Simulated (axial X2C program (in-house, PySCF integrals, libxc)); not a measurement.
## SeO⁺: properties at the nuclei

Computed with an in-house all-electron X2C program for linear molecules (integrals from PySCF): two-component X2C with atomic mean-field Coulomb and Gaunt terms, Gaussian nuclei, basis Se dyall-cv3z, O dyall-av3z with contracted cores.

R = 1.570 Å (near the PBE0 minimum at charge 1 of the determinant lowest at the starting distance; the state shown can have its own minimum elsewhere).

Determinant lowest in the PBE0 search, Ω = 1/2 (⟨Sz⟩ = -0.50, ⟨Lz⟩ = 1.00 at PBE0), spin on the atoms Se -0.34, O -0.16:

| level | Eeff magnitude (GV/cm) | Ws magnitude Se (kHz) | A∥/gI Se (MHz) | qzz Se (a.u.) | A∥/gI O (MHz) | qzz O (a.u.) |
| --- | --- | --- | --- | --- | --- | --- |
| PBE0 | 0.163 | 0.0662 | 2190 | -1.06 | 456 | 0.10 |
| HF | 0.0398 | 0.119 | 1930 | -2.01 | 458 | 0.08 |
| PBE50 | 0.16 | 0.0542 | 2170 | -1.34 | 438 | 0.09 |
| PBE | 0.194 | 0.0997 | 2220 | -0.80 | 463 | 0.12 |
| LDA | 0.289 | 0.18 | 2240 | -0.70 | 487 | 0.09 |

Determinant 0.20 eV from it at PBE0 and this distance, Ω = 3/2 (⟨Sz⟩ = 0.50, ⟨Lz⟩ = 1.00 at PBE0), spin on the atoms Se 0.39, O 0.11:

```tsv
level	Eeff magnitude (GV/cm)	Ws magnitude Se (kHz)	A∥/gI Se (MHz)	qzz Se (a.u.)	A∥/gI O (MHz)	qzz O (a.u.)
PBE0	0.155	0.066	367	-1.21	118	0.09
HF	0.406	0.146	527	-2.05	102	0.03
PBE50	0.336	0.116	279	-1.47	165	0.10
PBE	0.0723	0.0408	358	-0.94	106	0.10
LDA	0.0178	0.0151	405	-0.84	97.7	0.07
```

Eeff is the effective electric field on the electron electric dipole moment in this Ω state and Ws the scalar–pseudoscalar constant of the nucleus named (defined with the proton number Z and per Ω); A∥ (defined per Ω) follows by multiplying with gI = μI/(I μN); qzz is the electric field gradient, eQq0 = 234.96 MHz × Q/barn × qzz. The operators were transformed with the bare-nucleus X2C matrices; with these basis sets, hyperfine constants and field gradients can be off by tens of per cent, and where levels differ in sign neither size nor sign is settled.

(1) With gI(77Se) = 1.0701, gI(17O) = -0.7575, Q(17O) = -0.02558 barn (g factors from the IAEA table of nuclear moments by Stone; Q from Pyykkö, Mol. Phys. 2018), turn the PBE0 values of the first state into constants in MHz.

Each state is one determinant with collinear spin. Unrestricted Hartree–Fock can overshoot spin polarisation at the nuclei. In the state Ω = 1/2 the sign of Eeff differs between levels (HF against PBE0). In the state Ω = 3/2 the sign of Eeff differs between levels (LDA against PBE0). Where Eeff spreads by more than a factor of two the levels disagree and none is to be relied on. The search compared states at one distance, so a state with another bond length can lie lower. The sign of Ws at Se differs between levels in the first state. Where a field gradient or hyperfine factor spreads by more than a factor of two over the levels, a constant derived from it is not to be relied on. PBE0 term energies can be off by some tenths of an eV.

## Answers

(1) A∥(77Se) = 2190 × 1.0701 = 2340 MHz; A∥(17O) = 456 × -0.7575 = -345 MHz; eQq0(17O) = 234.96 × (-0.02558) × (0.10) = -0.601 MHz.
